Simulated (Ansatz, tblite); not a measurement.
Adding an electron: the cluster Mg₂F₂⁺ (the lowest doublet isomer of a short search). Total charge 1; doublet. Geometry: r2SCAN-D4/def2-TZVP. Ansatz, gas phase; energy differences of separate SCF runs; the reduced species is a triplet (the singlet lies 0.42 eV higher at PBE0-D4/def2-TZVP).

```xyz
4

Mg   -1.0567   -0.0100    0.9571
Mg    1.0567    0.0100   -0.9570
F     0.0322   -1.2423    0.0225
F    -0.0322    1.2423   -0.0226
```

The xTB rows come from tblite. The structure comes from a short search, and lower isomers may exist.

Estimate orbital energies and vertical electron affinities at: GFN1-xTB; GFN2-xTB; PBE-D4/def2-TZVP; r2SCAN-D4/def2-TZVP; PBE0-D4/def2-TZVP.


| level | −HOMO (eV) | −LUMO (eV) | vertical EA (eV) | HOMO–LUMO gap (eV) |
| --- | --- | --- | --- | --- |
| GFN1-xTB | – | – | 13.83 | – |
| GFN2-xTB | – | – | 12.59 | – |
| PBE-D4/def2-TZVP | 9.22 | 8.57 | 6.23 | 0.65 |
| r2SCAN-D4/def2-TZVP | 9.23 | 8.59 | 6.33 | 0.63 |
| PBE0-D4/def2-TZVP | 9.61 | 8.11 | 6.41 | 1.50 |

  HOMO and LUMO are the levels of the spin that leaves or enters (xTB has no such levels and no spin-polarisation term). Other spin states of the ions may lie lower, which would lower the ionisation energy or raise the affinity. Raw xTB energy differences between charge states are shifted by several eV; the methods need an empirical correction for them.
